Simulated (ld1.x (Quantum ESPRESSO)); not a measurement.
tellurium, ultrasoft: configuration errors across variants

ld1.x (Quantum ESPRESSO) 7.5 input, shortened:

```
&input
   title='Te', zed=52., rel=1, dft='PZ', iswitch=3,
   config='[Kr] 4d10 5s2 5p3'
 /
 &inputp
   pseudotype=3, tm=.true., lloc=-2, rcloc=2.05,
   nlcc=.true., new_core_ps=.true., rcore=1.35
 /
4
5S  1  0   2.00   0.00  1.60  2.15  0.0
5S  1  0   0.00  -0.25  1.60  2.15  0.0
5P  2  1   3.00   0.00  1.40  1.75  0.0
5P  2  1   0.00   3.90  1.40  1.75  0.0
 &test
   configts(1)='5s2 5p3'
 /
```

All-electron excitation energies from the reference (eV): (1) 5s2 5p4 -9.916; (2) 5s2 5p2 18.174; (3) 5s2 5p3.5 -5.931; (4) 5s2 5p4.3 -11.432; (5) 5s2 5p0 82.312; (6) 5s1 5p4 9.930; (7) 5s2 5p3 spin -1.311; (8) 5s2 5p4 spin -10.395.

Spin tests fill each open shell by Hund’s rule, majority spin first.

The overlap operator is not positive definite (basis up to 400 Ry) in “all radii but the core radius scaled by about 1.39 (s 2.98, p 2.44 bohr, rcut 2.22/1.94); local potential all-electron potential smoothed inside 2.84 bohr (lloc = -2)”. Such files are unfit for use, however small their errors in these radial tests.

2 further variants failed, have other tests or too few solved ones, and are left out.

A true bound ghost makes a file unfit for plane-wave use even where its test errors are small: the radial tests pick states by their node count and pass the ghost by.

Errors AE − PS in meV (a dash: test not solved or not reliable):

| change | (1) | (2) | (3) | (4) | (5) | (6) | (7) | (8) | bound ghosts |
| --- | --- | --- | --- | --- | --- | --- | --- | --- | --- |
| base | +0.7 | -16 | +0.8 | +0.7 | -327 | -13 | -7.5 | -0.8 | d |
| all radii but the core radius scaled by about 1.09 (s 2.34, p 1.90 bohr, rcut 1.74/1.52); local potential all-electron potential smoothed inside 2.22 bohr (lloc = -2) | -1.2 | -17 | +0.2 | -2.2 | -250 | -7.0 | -11 | -4.4 | d |
| all radii but the core radius scaled by about 1.20 (s 2.58, p 2.10 bohr, rcut 1.92/1.68); local potential all-electron potential smoothed inside 2.46 bohr (lloc = -2) | -0.1 | -14 | +0.6 | -0.7 | -204 | -6.6 | -6.4 | -1.6 | d |
| all radii but the core radius scaled by about 1.39 (s 2.98, p 2.44 bohr, rcut 2.22/1.94); local potential all-electron potential smoothed inside 2.84 bohr (lloc = -2) | -34 | -65 | -9.6 | -51 | -711 | -27 | +1.2 | -36 | not determined (overlap not positive) |

Q: Give the same row for: all radii but the core radius scaled by about 1.28 (s 2.74, p 2.24 bohr, rcut 2.04/1.78); local potential all-electron potential smoothed inside 2.62 bohr (lloc = -2).

A: -1.9, -16, +0.1, -3.5, -189, -9.9, -2.3, -2.4; bound ghosts: none.
